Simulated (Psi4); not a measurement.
F$_{2}$Si, triplet, at a GFN2-xTB geometry (the spin is typed, not shown lowest); HF/6-31G** in Psi4.

The Psi4 input:
```
memory 2 GB

molecule {
0 3
  Si   -0.03269801   -0.01543688    0.55306998
  F     1.10572363   -0.70625359   -0.38634522
  F    -1.05486006    0.73026650   -0.47398585
}

set basis 6-31g**
set reference uhf
set d_convergence 1e-4

energy('scf')
print_variables()
```

Output, abridged:

```
   => Loading Basis Set <=

    Name: 6-31G**
    Role: ORBITAL
    Keyword: BASIS

         ---------------------------------------------------------
                                   SCF
               by Justin Turney, Rob Parrish, Andy Simmonett
                          and Daniel G. A. Smith
                              UHF Reference
         ---------------------------------------------------------

  ==> Geometry <==

    Molecular point group: c2v
    Full point group: C2v

    Geometry (in Angstrom), charge = 0, multiplicity = 3:

       Center              X                  Y                   Z               Mass
    ------------   -----------------  -----------------  -----------------  -----------------
         SI           0.000000000000     0.000000000000     0.567492039681    27.976926534650
         F            1.298017019389     0.000000000000    -0.417842567272    18.998403162730
         F           -1.298017019389    -0.000000000000    -0.417842567272    18.998403162730

  Running in c2v symmetry.

  Rotational constants: A =      1.07759  B =      0.26332  C =      0.21161 [cm^-1]
  Rotational constants: A =  32305.29317  B =   7894.22191  C =   6343.98581 [MHz]
  Nuclear repulsion =   98.340518247660469

  Charge       = 0
  Multiplicity = 3
  Electrons    = 32
  Nalpha       = 17
  Nbeta        = 15

  ==> Algorithm <==

  SCF Algorithm Type is DF.
  DIIS enabled.
  MOM disabled.
  Fractional occupation disabled.
  Guess Type is SAD.
  Energy threshold   = 1.00e-06
  Density threshold  = 1.00e-04
  Integral threshold = 1.00e-12

  ==> Primary Basis <==

  Basis Set: 6-31G**
    Blend: 6-31G**
    Number of shells: 20
    Number of basis functions: 49
    Number of Cartesian functions: 49
    Spherical Harmonics?: false
    Max angular momentum: 2

   => Loading Basis Set <=

    Name: (6-31G** AUX)
    Role: JKFIT
    Keyword: DF_BASIS_SCF

  ==> Integral Setup <==

  SCF_SUBTYPE=INCORE selected. In-core MEM_DF algorithm will be used.
  Using in-core AOs.

  ==> MemDFJK: Density-Fitted J/K Matrices <==

    J tasked:                   Yes
    K tasked:                   Yes
    wK tasked:                   No
    Algorithm:                 Core
    Schwarz Cutoff:           1E-12
    Mask sparsity (%):       0.5831
    Fitting Condition:        1E-10

   => Auxiliary Basis Set <=

  Basis Set: (6-31G** AUX)
    Blend: CC-PVDZ-JKFIT
    Number of shells: 84
    Number of basis functions: 292
    Number of Cartesian functions: 292
    Spherical Harmonics?: false
    Max angular momentum: 3

  Minimum eigenvalue in the overlap matrix is 7.1565866425E-03.
  Reciprocal condition number of the overlap matrix is 1.4694843858E-03.
    Using symmetric orthogonalization.

  ==> Pre-Iterations <==

  SCF Guess: Superposition of Atomic Densities via on-the-fly atomic UHF (no occupation information).

   -------------------------
    Irrep   Nso     Nmo
   -------------------------
     A1        21      21
     A2         5       5
     B1        15      15
     B2         8       8
   -------------------------
    Total      49      49
   -------------------------

  ==> Iterations <==

                           Total Energy        Delta E     RMS |[F,P]|

   @DF-UHF iter SAD:  -486.85656761619913   -4.86857e+02   0.00000e+00
   @DF-UHF iter   1:  -487.71734784979412   -8.60780e-01   1.48419e-02 DIIS/ADIIS
   @DF-UHF iter   2:  -487.76801609606974   -5.06682e-02   9.70037e-03 DIIS/ADIIS
   @DF-UHF iter   3:  -487.78981480338450   -2.17987e-02   1.19456e-03 DIIS/ADIIS
   @DF-UHF iter   4:  -487.79066647984064   -8.51676e-04   2.08364e-04 DIIS/ADIIS
   @DF-UHF iter   5:  -487.79070919058381   -4.27107e-05   5.39973e-05 DIIS
   @DF-UHF iter   6:  -487.79071204497717   -2.85439e-06   1.37362e-05 DIIS
   @DF-UHF iter   7:  -487.79071225795582   -2.12979e-07   3.88106e-06 DIIS
  Energy and wave function converged.

  ==> Post-Iterations <==

   @Spin Contamination Metric:   2.875911206E-03
   @S^2 Expected:                2.000000000E+00
   @S^2 Observed:                2.002875911E+00
   @S   Expected:                1.000000000E+00
   @S   Observed:                1.000000000E+00

    Orbital Energies [Eh]
    ---------------------

    Alpha Occupied:

       1A1   -68.882583     1B1   -26.299190     2A1   -26.299185
       3A1    -6.232499     1B2    -4.344456     4A1    -4.337621
       2B1    -4.332675     5A1    -1.596957     3B1    -1.580023
       6A1    -0.793961     4B1    -0.708153     2B2    -0.688481
       7A1    -0.680405     1A2    -0.662789     5B1    -0.630999
       8A1    -0.517888     3B2    -0.300337

    Alpha Virtual:

       6B1     0.111913     9A1     0.152230    10A1     0.268748
       4B2     0.323385     7B1     0.456720    11A1     0.470455
       5B2     0.736565     2A2     0.760950    12A1     0.780662
      13A1     0.913384     8B1     1.120226     9B1     1.473048
      14A1     1.481215     3A2     1.550671    15A1     1.603970
       6B2     1.606259    10B1     1.629694    11B1     1.807185
      16A1     1.894918     7B2     2.121641     4A2     2.122237
      12B1     2.133873    17A1     2.135282    13B1     2.142807
       5A2     2.283141     8B2     2.317768    18A1     2.472393
      19A1     3.067981    20A1     3.203984    14B1     3.204861
      15B1     4.279251    21A1     4.463215

    Beta Occupied:

       1A1   -68.869020     1B1   -26.291105     2A1   -26.291094
       3A1    -6.209870     2B1    -4.324275     4A1    -4.318683
       1B2    -4.310569     5A1    -1.573926     3B1    -1.557174
       6A1    -0.740870     4B1    -0.669903     7A1    -0.657909
       2B2    -0.650937     1A2    -0.629940     5B1    -0.625022

    Beta Virtual:

       8A1    -0.031170     3B2     0.114443     6B1     0.168965
       9A1     0.202241    10A1     0.350031     4B2     0.421453
       7B1     0.514304    11A1     0.519364     2A2     0.841561
      12A1     0.842922     5B2     0.843593    13A1     0.984572
       8B1     1.145220     9B1     1.487644    14A1     1.488714
       3A2     1.568231    15A1     1.618104     6B2     1.623641
      10B1     1.634072    11B1     1.818873    16A1     1.903464
       4A2     2.124087     7B2     2.125717    12B1     2.138302
      17A1     2.138964    13B1     2.147610     5A2     2.299275
       8B2     2.331462    18A1     2.483179    19A1     3.082854
      14B1     3.219509    20A1     3.234873    15B1     4.285673
      21A1     4.470289

    Final Occupation by Irrep:
             A1    A2    B1    B2
    DOCC [     7,    1,    5,    2 ]
    SOCC [     1,    0,    0,    1 ]
    NA   [     8,    1,    5,    3 ]
    NB   [     7,    1,    5,    2 ]

  @DF-UHF Final Energy:  -487.79071225795582

   => Energetics <=

    Nuclear Repulsion Energy =             98.3405182476604693
    One-Electron Energy =                -875.6536743989827301
    Two-Electron Energy =                 289.5224438933664146
    Total Energy =                       -487.7907122579558177

  UHF NO Occupations:
  HONO-2 :    7 A1 1.9993784
  HONO-1 :    3 B2 1.0000000
  HONO-0 :    8 A1 1.0000000
  LUNO+0 :    9 A1 0.0006216
  LUNO+1 :    4 B2 0.0003199
  LUNO+2 :    6 B1 0.0002245
  LUNO+3 :   10 A1 0.0001182

Computation Completed

Properties will be evaluated at   0.000000,   0.000000,   0.000000 [a0]

Properties computed using the SCF density matrix

 Multipole Moments:

 ------------------------------------------------------------------------------------
     Multipole            Electronic (a.u.)      Nuclear  (a.u.)        Total (a.u.)
 ------------------------------------------------------------------------------------

 L = 1.  Multiply by 2.5417464519 to convert [e a0] to [Debye]
 Dipole X            :          0.0000000            0.0000000            0.0000000
 Dipole Y            :          0.0000000            0.0000000            0.0000000
 Dipole Z            :          0.3172237            0.8007192            1.1179429
 Magnitude           :                                                    1.1179429

 ------------------------------------------------------------------------------------

  Variable Map:
  ----------------------------------------------------------------------------
  "CURRENT ENERGY"           =>    -487.790712257956
  "CURRENT REFERENCE ENERGY" =>    -487.790712257956
  "DD SOLVATION ENERGY"      =>       0.000000000000
  "HF KINETIC ENERGY"        =>     487.156636695678
  "HF POTENTIAL ENERGY"      =>    -974.947348953634
  "HF TOTAL ENERGY"          =>    -487.790712257956
  "HF VIRIAL RATIO"          =>       2.001301584572
  "NUCLEAR REPULSION ENERGY" =>      98.340518247660
  "ONE-ELECTRON ENERGY"      =>    -875.653674398983
  "PCM POLARIZATION ENERGY"  =>       0.000000000000
  "PE ENERGY"                =>       0.000000000000
  "SCF ITERATION ENERGY"     =>    -487.790712257956
  "SCF ITERATIONS"           =>       7.000000000000
  "SCF TOTAL ENERGY"         =>    -487.790712257956
  "TWO-ELECTRON ENERGY"      =>     289.522443893366

  Array Variable Map:
  ----------------------------------------------------------------------------
  "CURRENT DIPOLE"           =>       0.000000000000 ... 1.117942897322 1 by 3
  "SCF DIPOLE"               =>       0.000000000000 ... 1.117942897322 1 by 3
  "SCF TOTAL ENERGIES"       =>    -486.856567616199 ... -487.790712257956 1 by 8
```
